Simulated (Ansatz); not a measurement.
Relaxation of F3H2NZr (7 atoms, charge 0, multiplicity 1), to a largest force component of 0.02 eV/Å in at most 40 steps.

Method: RKS PBE/def2-SVP in Ansatz.

```xyz
7
Properties=species:S:1:pos:R:3
Zr 0.000 0.000 0.000
F 0.000 0.000 1.980
F 1.867 0.000 -0.659
F -0.933 1.616 -0.659
N -1.041 -1.803 -0.736
H -1.576 -2.420 -0.059
H -1.006 -2.053 -1.766
```

Q: Where does it end, and by what steps?

A: It converged. After 6 steps the energy has fallen by 0.563 eV; N5 moved furthest, 0.15 Å.

```tsv
step	energy less start (eV)	largest force component (eV/Å)	accepted
0	0.0000	1.922	yes
1	-0.3426	2.579	yes
2	-0.5539	0.317	yes
3	-0.5617	0.126	yes
4	-0.5617	0.088	no
5	-0.5629	0.026	yes
6	-0.5629	0.004	yes
```

```xyz
7
Properties=species:S:1:pos:R:3
Zr -0.010 -0.036 0.012
F -0.080 -0.089 1.928
F 1.765 -0.018 -0.721
F -0.887 1.525 -0.687
N -0.964 -1.690 -0.673
H -1.514 -2.348 -0.107
H -0.998 -2.005 -1.650
```

Whether the end is a true minimum wasn't checked by a vibrational analysis.

Time of the run: 19 s on 1 thread of Intel(R) Xeon(R) Platinum 8488C (Sapphire Rapids), with other jobs on the host, peak memory 0.14 GiB.
